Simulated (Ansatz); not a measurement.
Reaction (formal exchange of groups at the As–Si bond): `CC[AsH][SiH3]` + CH₄ → `CC[AsH]C` + SiH₄

Isolated molecules relaxed with PBE0-D4/def2-TZVP in Ansatz; ΔE leaves out vibrations. CCSD(T)/CBS is the MP2 limit (def2-TZVPP, def2-QZVPP) plus CCSD(T) − MP2 in def2-TZVPP, frozen cores. This one scheme is used for every species. For As outer-core shells are correlated without core-valence functions, which leaves a few kJ/mol of doubt a bond. Scalar relativity is left out up to krypton. Each species was taken in one conformer, which may not be the lowest.

`CC[AsH][SiH3]`:

Z-matrix (Å, degrees):
```
C
C 1 1.518
H 1 1.094 2 110.9
H 1 1.093 2 111.3 3 -119.8
H 1 1.093 2 111.5 3 120.1
As 2 1.989 1 111.3 3 -177.2
H 2 1.093 1 110.8 3 -59.7
H 2 1.091 1 111.3 3 59.9
Si 6 2.359 2 96.7 1 -167.0
H 6 1.526 2 95.8 1 -74.3
H 9 1.489 6 112.5 2 44.6
H 9 1.488 6 108.7 2 -75.3
H 9 1.487 6 109.6 2 166.1
```

CH₄:

Cartesian coordinates in Å:
```
C 0.000 0.000 0.000
H 0.368 -0.550 0.865
H -0.418 -0.699 -0.724
H 0.822 0.549 -0.458
H -0.773 0.700 0.317
```

`CC[AsH]C`:

```xyz
13

C     1.242   -0.664   -1.558
C     0.491   -0.614   -0.240
As   -0.013    1.232    0.255
C    -1.244    0.788    1.725
H     1.555   -1.684   -1.798
H     0.621   -0.308   -2.384
H     2.140   -0.041   -1.531
H    -0.409   -1.232   -0.271
H     1.116   -0.987    0.576
H    -1.099    1.364   -0.811
H    -0.655    0.484    2.591
H    -1.816    1.677    1.995
H    -1.929   -0.015    1.453
```

SiH₄:

Z-matrix (Å, degrees):
```
Si
H 1 1.485
H 1 1.485 2 109.5
H 1 1.485 2 109.5 3 -120.0
H 1 1.485 2 109.5 3 120.0
```

```json
{"species": "`CC[AsH][SiH3]`", "CCSD(T)/CBS(def2) energy (Eh)": "-2605.60659"}
{"species": "CH₄", "CCSD(T)/CBS(def2) energy (Eh)": "-40.46206"}
{"species": "`CC[AsH]C`", "CCSD(T)/CBS(def2) energy (Eh)": "-2354.58221"}
{"species": "SiH₄", "CCSD(T)/CBS(def2) energy (Eh)": "-291.46306"}
```

(1) Work out ΔE.

(2) What do rigid-rotor, harmonic-oscillator terms from PBE0-D4/def2-TZVP frequencies (298.15 K, 1 bar) make of the CCSD(T)/CBS value? (Estimate.)

Largest T1 diagnostic among the species: 0.011.

Answers

(1) ΔE = (-2354.58221) + (-291.46306) − (-2605.60659) − (-40.46206) = 0.02338 Eh = +61.4 kJ/mol.

(2) The calculation gave: ΔZPE = -4.6 kJ/mol, ΔH = +55.1 kJ/mol, ΔS = -4 J/(mol·K), ΔG = +56.3 kJ/mol.

In def2-TZVPP, CCSD(T) changes the Hartree–Fock value by +4.5 kJ/mol (the triples alone add +1.2 kJ/mol) and MP2 by +5.9 kJ/mol. The D4 term adds +3.0 kJ/mol with B3LYP and +1.8 kJ/mol with PBE0; it sums over pairs of atoms, weighted by their polarisabilities, and B3LYP, whose exchange is more repulsive, gets the larger term. Leaving LDA and LC-ωPBE aside and taking each functional with its dispersion term where it has one, the values, not all of them listed here, spread over 10.5 kJ/mol, from ωB97X-V to PBE-D4.

B3LYP here is the variant with VWN-RPA as its local correlation; programs differ in this.
